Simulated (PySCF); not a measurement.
From computed data to an observable: oscillator strength and radiative lifetime

CH7FOSi2, SMILES O[Si@@H](F)C[SiH3].

The structure is a stationary point at PBE-D3(BJ)/def2-SVP. The structure was generated by enumeration; whether it is a known compound was not checked. The values are those of a single conformer.

TDA-PBE/def2-SVPD (PySCF 2.14.0) puts the first singlet state with f over 0.02 at 7.48 eV (vertical), with the transition dipole (-0.268, 0.178, -0.441) in atomic units.

Task: Find the oscillator strength, the wavelength and the radiative lifetime that this transition would have in vacuum if emission retraced absorption.

Result: 
|μ|² = 0.2980 au, so |μ| = 1.39 D. ΔE = 7.48/27.211 = 0.2749 hartree. f = (2/3) ΔE |μ|² = 0.055 (the program prints 0.055).
λ = 1239.84/7.48 = 166 nm; ν = 60330 cm⁻¹.
Einstein's coefficient A = 0.6670 ν² f s⁻¹ (ν in cm⁻¹) = 1.3e8 s⁻¹, so τ = 1/A = 7.5 ns. This state is S5; the lower singlets have f = 0.008, 0.008, 0.003, 0.011. The figure is the radiative limit of this one transition; relaxation, internal conversion, crossing to triplets and a medium change what is measured.
